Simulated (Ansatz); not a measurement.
A trace of molecular dynamics of a periodic cell of 13 atoms, CuRe₁₂ (host Re, host structure hcp, interstitial Cu).

The calculation used DFT PBEsol, scalar-relativistic, plane waves, PAW (Ansatz 0.2.0). Settings: cutoff 420 eV, k mesh 3x2x3, fermi-dirac smearing 0.1 eV, no spin polarisation.

* ensemble: NVE (velocity Verlet)
* starting velocities drawn for: 1800 K
* seed: 987628

```
time (fs)  T (K)  potential energy less start (eV)  conserved less start (meV/atom)
      0.0   1800                             0.000                             0.00
      9.0   1538                             0.410                             0.26
     18.0   1053                             1.168                             0.74
     27.0    834                             1.506                             0.64
     36.0    819                             1.526                             0.35
     45.0    743                             1.646                             0.54
     54.0    793                             1.572                             0.82
     63.0   1199                             0.937                             0.41
     72.0   1562                             0.369                             0.08
     81.0   1503                             0.464                             0.25
     90.0   1176                             0.976                             0.61
     99.0    958                             1.314                             0.70
    108.0    958                             1.313                             0.53
    117.0   1014                             1.226                             0.46
    126.0   1032                             1.197                             0.49
    135.0   1059                             1.158                             0.57
    144.0   1177                             0.973                             0.51
    153.0   1325                             0.741                             0.36
    162.0   1365                             0.679                             0.39
    171.0   1306                             0.773                             0.45
    180.0   1207                             0.926                             0.47
    189.0   1110                             1.077                             0.53
    198.0   1081                             1.123                             0.51
    207.0   1079                             1.123                             0.33
    216.0    934                             1.349                             0.36
    225.0    718                             1.688                             0.73
    234.0    780                             1.591                             0.67
    243.0   1065                             1.145                             0.34
    252.0   1222                             0.901                             0.30
    261.0   1165                             0.990                             0.45
    270.0   1053                             1.167                             0.62
```

Question: Is this trajectory sound?

Answer: The conserved energy stayed within 0.82 meV per atom of its start (net change 0.62 meV per atom), so the integration is sound. A run of 0.27 ps of so small a system gives no equilibrium averages. Limits of this set-up: coarse k mesh. The time step was 3 fs.

The run took 13 min on 2 threads of Arm Neoverse V1 (shared host), peak memory 0.7 GiB.
